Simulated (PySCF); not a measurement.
H₅OSi₂, charge +1, multiplicity 1. Atoms are numbered in the order given.

```xyz
8

Si     1.5865    -0.3802     0.2510
O      0.1085     0.0271     0.0566
Si    -1.5621     0.3540    -0.2623
H      2.1014    -1.5544    -0.4590
H      2.4220     0.4276     1.1429
H     -1.5551     1.7129    -0.8175
H     -1.9793    -0.6803    -1.2172
H     -2.1990     0.2432     1.0557
```
Charge +1, spin multiplicity 1.

Coordinates come from a B3LYP-D3(BJ)/def2-TZVP optimisation. The spin state was assumed, not searched. The isomer is the one that the SMILES or the coordinates give; other isomers of the formula were not compared.

The numbers are results of PBE0/pcSseg-1 (PySCF), not measurements.

GIAO shieldings, no solvent; atoms alike by connectivity are averaged. δ = σ(ref) − σ: ²⁹Si against TMS (σ = 352.7 ppm); ¹⁷O against H2O (σ = 334.2 ppm); ¹H against TMS (σ = 31.56 ppm), references at their B3LYP-D3(BJ)/def2-TZVP geometries, non-relativistic.

Computed chemical shifts:
| nucleus | atoms | count | δ (ppm) |
|---|---|---|---|
| ²⁹Si | Si1 | 1 | 122.2 |
| ²⁹Si | Si3 | 1 | 5.0 |
| ¹⁷O | O2 | 1 | 192.1 |
| ¹H | H4, H5 | 2 | 6.78 |
| ¹H | H6, H7, H8 | 3 | 5.84 |
